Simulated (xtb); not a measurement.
xtb input (GFN2-xTB):

```bash
xtb mol.xyz --gfn 2 --ohess tight --chrg 0 --uhf 0
```
mol.xyz:
```
7

Mo     0.00019006    -0.00583864     0.00120280
H     -1.17584101    -0.78008002     0.97212525
H     -0.32098686     1.47728459     0.84221875
H      0.29753203    -1.48152692    -0.82410671
H     -1.17898110     0.43719978    -1.19547528
H      1.20451308    -0.43775825     1.19823059
H      1.18241920     0.72713440    -0.95589561
```

End of the output:

```
           -------------------------------------------------
          | TOTAL ENERGY               -5.271254842271 Eh   |
          | TOTAL ENTHALPY             -5.232439025823 Eh   |
          | TOTAL FREE ENERGY          -5.261733059994 Eh   |
          | GRADIENT NORM               0.000252934341 Eh/α |
          | HOMO-LUMO GAP               1.709021242412 eV   |
           -------------------------------------------------

------------------------------------------------------------------------
------------------------------------------------------------------------
 total:
 SCF:
Note: The following floating-point exceptions are signalling: IEEE_DENORMAL
normal termination of xtb
 ANC optimizer:
 analytical hessian:
```
